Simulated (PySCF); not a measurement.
Isomers of C7H14Ge. Level of theory: TDDFT B3LYP/def2-SVPD, vertical, gas phase, core orbitals frozen in the response (PySCF 2.14.0, density-fitted response routines). Geometries: PBE0-D3(BJ)/def2-SVP; one conformer of each isolated species. Triplets are in the Tamm–Dancoff approximation. 'Strongest' means the level of largest summed f among the lowest 10 singlets; it needn't be the same kind of state in each. Relativistic effects are left out although some hold elements past zinc.

Question: Rank by computed lowest singlet excitation energy, lowest first.
A. `C1[CH2][GeH]([CH]2CCC2)[CH2]1`
B. `C=CC[C@H]1C[CH2][GeH2][CH2]1`
C. `CC(C)(C)CC#[C][GeH3]`
D. `C(C)[C@H]1[CH2][GeH2][C@H]1C=C`
E. `[CH2]1C[C@@H](C2CC2)[CH2][GeH2]1`

Answer: D (5.70 eV), C (5.91 eV), A (6.42 eV), B (6.69 eV), E (6.96 eV).

| SMILES | S1 (eV) | α (au) | f (strongest) | HOMO (eV) | T1 (eV) | S1 mainly |
| --- | --- | --- | --- | --- | --- | --- |
| C=C[C@@H]1[GeH2][CH2][C@@H]1CC | 5.70 | 118.7 | 0.18 | -6.49 | 4.12 | H→L (68%) |
| CC(C)(C)CC#[C][GeH3] | 5.91 | 119.1 | 0.63 | -7.29 | 4.97 | H→L+1 (46%) |
| C1C[CH]([GeH]2[CH2]C[CH2]2)C1 | 6.42 | 109.6 | 0.06 | -7.06 | 6.17 | H→L (89%) |
| C=CC[C@H]1C[CH2][GeH2][CH2]1 | 6.69 | 115.8 | 0.20 | -7.14 | 4.41 | H→L (40%) |
| [CH2]1C[C@@H](C2CC2)[CH2][GeH2]1 | 6.96 | 109.7 | 0.04 | -7.55 | 6.71 | H→L (96%) |

H and L stand for HOMO and LUMO.

Mean S1 by what the SMILES shows (count): single bonds only 6.69 eV (2); a double or triple bond but no aromatic ring 6.10 eV (3).
